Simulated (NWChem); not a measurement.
**Setting up GeNH2F (SMILES [NH2][Ge][F]) in NWChem**

GeNH2F: 5 atoms, total charge 0, spin state singlet. SMILES: `[NH2][Ge][F]`. The shape is that of a PBE0-D4/def2-TZVP optimisation. This is one conformer, not always the lowest.

| atom | x (Å) | y (Å) | z (Å) |
| --- | --- | --- | --- |
| N | -0.4777 | 0.3476 | -0.2047 |
| Ge | 0.4341 | -0.3052 | 1.2172 |
| F | 1.5983 | -1.2039 | 0.2355 |
| H | -1.2801 | 0.9526 | -0.1306 |
| H | -0.2245 | 0.1353 | -1.1587 |

Settings wanted:

```yaml
task: gradient
method: DFT
functional: B3LYP
basis_set: 6-31G*
reference: RKS
relativity: none
integration_grid: xfine
SCF_convergence_threshold: 1e-08
iteration_cap: 100
module: dft
d_and_f_functions: Cartesian
```

Write the NWChem 7.3.0 input and the command.

One that was run (others would do as well):

fgeh2n.nw:
```
start fgeh2n
memory 2200 mb

geometry units au noautosym nocenter noautoz
  N   -0.90272217   0.65686880  -0.38682694
  Ge   0.82033011  -0.57674441   2.30017464
  F    3.02034926  -2.27504128   0.44503050
  H   -2.41903841   1.80015311  -0.24679823
  H   -0.42424351   0.25567994  -2.18962566
end

basis "ao basis" cartesian
  * library 6-31G*
end

dft
  xc b3lyp
  grid xfine
  convergence energy 1e-08
  maxiter 100
  mulliken
end

task dft gradient
```

```bash
$ nwchem fgeh2n.nw > fgeh2n.out
```

Calculated total energy: -2232.61375 Eh, largest force 0.508 eV/Å.
